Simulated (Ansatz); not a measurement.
Basis-set extrapolation for C7H12O2 (`CCC(C(C)=O)C(C)=O`) (PBE0-D4/def2-TZVP geometry, frozen core, Ansatz 0.2.0). Multiplicity 1, RHF reference.

```tsv
	def2-TZVPP	def2-QZVPP
HF	-421.960299	-421.979407
MP2 correlation	-1.638134	-1.748957
CCSD(T) correlation	-1.769268	not run
```

Energies in hartree. Use E(X) = E(∞) + A·exp(−7.88·√X) for Hartree–Fock and E(X) = E(∞) + B·X^(−2.97) for correlation, with X = 3 and 4, and add CCSD(T) minus MP2 of the smaller set to the MP2 limit.

Task: What is the CCSD(T) energy at the basis-set limit?

Result: HF limit: -421.979407 + (-0.019108) × 0.13774 = -421.98204. MP2 limit: -1.748957 + (-0.110823) × 0.74074 = -1.83105. Higher-order term: -1.769268 − (-1.638134) = -0.13113. Total: -423.94422 hartree, 5.84 eV below CCSD(T)/def2-TZVPP.
